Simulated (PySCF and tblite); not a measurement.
The numbers below are computed, except where a source is named.
System: C8H7F, numbered as in [F:1][C@:2]12[C@@H:3]3[CH:4]=[CH:5][C@H:6]1[C@H:7]2[CH:8]=[CH:9]3.

The path came from a restrained scan, a climbing-image band and a saddle search at GFN2-xTB; energies are PBE0/pcSseg-1 + D3(BJ)//PBE0-D3(BJ)/def2-SVP, thermal terms GFN2-xTB. Rates follow Eyring's equation with the number of equivalent paths and no tunnelling. Programs: tblite and PySCF.

Problem. What barrier does the Cope rearrangement (breaking C6–C7, making C4–C9) meet, and how fast is it at 298 K?

Solution. The electronic barrier is 3.2 kcal/mol and ΔG‡(298 K) 2.3 kcal/mol, over a Cs saddle with an imaginary mode of 427i cm⁻¹ (GFN2-xTB). With 1 equivalent path, k is 1.3×10¹¹ s⁻¹, a mean lifetime of the start of 7.9 ps against this motion. The end lies 3.6 kcal/mol below the start in free energy.
